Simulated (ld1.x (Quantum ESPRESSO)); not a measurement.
**Configuration tests for calcium (Ca) (TM)**

Ca (Z = 20), norm-conserving Troullier–Martins (Kleinman–Bylander form), made with ld1.x (Quantum ESPRESSO) 7.5 (PBE, scalar-relativistic). Core [Ne], reference 3s2 3p6 3d0 4s2 4p0. Waves: 3p (bound): rc 2.00 bohr; 3d (bound, empty): rc 3.10 bohr; 3s (bound): rc 1.45 bohr. Local part: the s channel. Core correction: none.

Occupied shells without a wave of their own: 4s. They enter only through the test configuration that unscreens the potential.

Energies are relative to the spin-unpolarised reference configuration 3s2 3p6 3d0 4s2 4p0; without spin polarisation the order of configurations can differ from experiment.

**Question.** Give the all-electron excitation energy and the error of the potential for: 3s2 3p6 3d0 4s1 4p0; 3s2 3p6 3d0 4s0 4p0; 3s2 3p6 3d0 4s1.5 4p0; 3s2 3p6 3d0 4s0 4p2; 3s2 3p5 3d0 4s2 4p0; 3s2 3p6 3d1 4s1 4p0; 3s2 3p6 3d1 4s0 4p0.

**Answer.**

```
valence configuration  charge  ΔE all-electron (eV)  error AE − PS (meV)
  3s2 3p6 3d0 4s1 4p0      +1                 6.309                 -158
  3s2 3p6 3d0 4s0 4p0      +2                18.130                 -445
3s2 3p6 3d0 4s1.5 4p0    +0.5                 2.504                  -67
  3s2 3p6 3d0 4s0 4p2       0                 4.951                 -225
  3s2 3p5 3d0 4s2 4p0      +1                34.668                  +95
  3s2 3p6 3d1 4s1 4p0       0                 2.282                  -29
  3s2 3p6 3d1 4s0 4p0      +1                 7.688                 -135
```

The 4s level has no wave, so the channel is fitted at the deeper level alone: the likely source of the large errors.
